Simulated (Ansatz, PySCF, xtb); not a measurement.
Process, species as SMILES: Cl[SiH](Cl)Cl [trichlorosilane] + 3 [H][H] (H2) -> 3 Cl (HCl) + [SiH4] (SiH4)
Each molecule is optimised on its own at B3LYP-D3(BJ)/def2-TZVP (Ansatz, a program for electronic structure).

Quantity: energy of full hydrogenation (enthalpy at 298 K, with B3LYP-D3(BJ) rigid-rotor harmonic-oscillator terms from PySCF), in kJ/mol. Correlated levels leave the core frozen unless marked. Spin-orbit coupling is left out. Non-relativistic. CBS(X,Y): correlation extrapolated as X^-3; Hartree-Fock from the larger set.

```csv
level,program,energy of full hydrogenation (kJ/mol)
GFN1-xTB,xtb,301.0
BLYP-D3(BJ)/def2-TZVPD,Ansatz + dftd3,237.5
BLYP-D4/def2-TZVPD,Ansatz + dftd4,239.3
revPBE/def2-TZVPD,Ansatz,…
PBE0-D4/def2-TZVP,Ansatz + dftd4,…
PBE0/def2-TZVPD,Ansatz,224.6
CAM-B3LYP/def2-TZVPD,Ansatz,210.6
LC-wPBE-D4/def2-TZVPD,Ansatz + dftd4,234.1
SCS-MP2/cc-pV(Q+d)Z,Ansatz,244.7
CCSD/aug-cc-pV(D+d)Z,Ansatz,160.8
CCSD/cc-pV(T+d)Z,Ansatz,…
"CCSD(T)/CBS(cc-pV(T+d)Z,cc-pV(Q+d)Z)",Ansatz,…
```

Question: Fill in the missing entries.

Answer: 
- revPBE/def2-TZVPD, energy of full hydrogenation (kJ/mol): 221.7
- PBE0-D4/def2-TZVP, energy of full hydrogenation (kJ/mol): 243.6
- CCSD/cc-pV(T+d)Z, energy of full hydrogenation (kJ/mol): 211.6
- CCSD(T)/CBS(cc-pV(T+d)Z,cc-pV(Q+d)Z), energy of full hydrogenation (kJ/mol): 245.4
